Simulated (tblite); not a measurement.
C5H6ClNSi.
Numbering: `[H]/[N:8]=[CH:7]\[C:5]([Si@@H:3]([C:2]#[CH:1])[Cl:4])=[CH2:6]` (hydrogens: H9 on C1; H10 on Si3; H11, H12 on C6; H13 on C7; H14 on N8)

Computed with GFN2-xTB (tblite), gas phase: L-BFGS steps from a force-field or distance-geometry start until the largest atomic force falls under 0.01 eV/Å.

Step 126: E = -622.0763 eV
```
atom  x, y, z in Å  |  force x, y, z in eV/Å
C1      3.1680    0.4719   -1.1759   -0.038  -0.022   0.023
C2      2.3041    0.3675   -0.3456    0.049   0.026  -0.041
Si3     0.9907    0.2710    0.9527   -0.003  -0.012   0.015
Cl4     0.9396    2.0308    1.9551   -0.008   0.029   0.027
C5     -0.6810    0.0226    0.0919   -0.025  -0.009   0.021
C6     -0.8165    0.0681   -1.2326   -0.037  -0.005   0.002
C7     -1.8628   -0.2107    0.9392   -0.116  -0.094  -0.040
N8     -2.8315   -0.9815    0.7041    0.135   0.101   0.028
H9      3.9217    0.5492   -1.9068   -0.010   0.001   0.009
H10     1.2871   -0.8139    1.8864   -0.007  -0.018   0.005
H11    -1.7839   -0.0174   -1.7084    0.016  -0.003  -0.007
H12     0.0260    0.2229   -1.8833    0.021   0.008  -0.046
H13    -1.8953    0.3264    1.8848    0.022  -0.017  -0.029
H14    -2.7668   -1.4822   -0.1838    0.000   0.014   0.032
```

Step 127: E = -622.0769 eV
```
atom  x, y, z in Å  |  force x, y, z in eV/Å
C1      3.1613    0.4840   -1.1799   -0.018  -0.009   0.012
C2      2.3024    0.3747   -0.3456    0.007   0.015   0.004
Si3     0.9918    0.2617    0.9562    0.007  -0.005   0.001
Cl4     0.9373    2.0138    1.9747   -0.005   0.006   0.019
C5     -0.6796    0.0206    0.0921   -0.018  -0.003  -0.047
C6     -0.8089    0.0535   -1.2346    0.004   0.002   0.054
C7     -1.8673   -0.1953    0.9365   -0.002  -0.030  -0.018
N8     -2.8358   -0.9650    0.7079    0.042   0.011  -0.012
H9      3.9124    0.5717   -1.9120   -0.005  -0.004   0.001
H10     1.2909   -0.8347    1.8768   -0.008   0.001  -0.003
H11    -1.7754   -0.0269   -1.7121    0.005  -0.007  -0.017
H12     0.0379    0.1936   -1.8856   -0.018   0.002  -0.005
H13    -1.9016    0.3512    1.8757    0.028   0.011  -0.013
H14    -2.7660   -1.4784   -0.1723   -0.019   0.010   0.024
```

Step 128: E = -622.0772 eV
```
atom  x, y, z in Å  |  force x, y, z in eV/Å
C1      3.1610    0.4978   -1.1800   -0.007  -0.002  -0.001
C2      2.3025    0.3821   -0.3464   -0.006   0.006   0.024
Si3     0.9940    0.2536    0.9569    0.007   0.007  -0.011
Cl4     0.9329    2.0012    1.9853   -0.004  -0.013   0.012
C5     -0.6772    0.0136    0.0911   -0.015   0.000   0.008
C6     -0.8051    0.0377   -1.2350    0.021   0.004  -0.023
C7     -1.8684   -0.1868    0.9352    0.032   0.012   0.023
N8     -2.8439   -0.9475    0.7095    0.019   0.010   0.005
H9      3.9110    0.5942   -1.9126   -0.011  -0.007   0.007
H10     1.2963   -0.8486    1.8701   -0.007   0.008  -0.005
H11    -1.7720   -0.0381   -1.7128    0.008  -0.011  -0.016
H12     0.0434    0.1645   -1.8881   -0.040   0.004   0.018
H13    -1.8964    0.3655    1.8727    0.021  -0.012  -0.044
H14    -2.7788   -1.4646   -0.1681   -0.019  -0.006   0.002
```

**Question.** Estimate the geometry and energy of step 129. (The exact step hangs on the optimiser's Hessian estimate; all steps are aligned on step 128, rigid shifts and turns removed.)

**Answer.** E = -622.0774 eV, largest force 0.043 eV/Å
```
atom  x, y, z in Å  |  force x, y, z in eV/Å
C1      3.1596    0.5061   -1.1798   -0.017   0.001   0.008
C2      2.3019    0.3860   -0.3457    0.011   0.003   0.011
Si3     0.9954    0.2486    0.9582    0.001   0.009  -0.012
Cl4     0.9315    1.9942    1.9904   -0.004  -0.018   0.013
C5     -0.6755    0.0094    0.0913   -0.002  -0.001  -0.013
C6     -0.8022    0.0269   -1.2352    0.007   0.006  -0.008
C7     -1.8681   -0.1818    0.9345    0.034   0.015   0.021
N8     -2.8490   -0.9354    0.7094    0.005   0.000   0.007
H9      3.9080    0.6088   -1.9131   -0.010  -0.009   0.007
H10     1.3001   -0.8569    1.8670   -0.008   0.013  -0.006
H11    -1.7689   -0.0471   -1.7135    0.005  -0.014  -0.013
H12     0.0459    0.1479   -1.8889   -0.018   0.006   0.011
H13    -1.8917    0.3726    1.8705    0.013  -0.008  -0.029
H14    -2.7877   -1.4546   -0.1673   -0.017  -0.004   0.004
```

The energy changes by -0.0002 eV. The first-order estimate −F·Δx gives -0.0003 eV and the mean of the old and new forces, exact on a quadratic surface, -0.0002 eV. The step makes an angle of 86° with the force vector and moves no atom by more than 0.017 Å.

What follows is the cost of the whole relaxation. Hardware: one thread, Arm Neoverse N1 (aarch64), no GPU, on a shared host. Cost: 1.9 s.
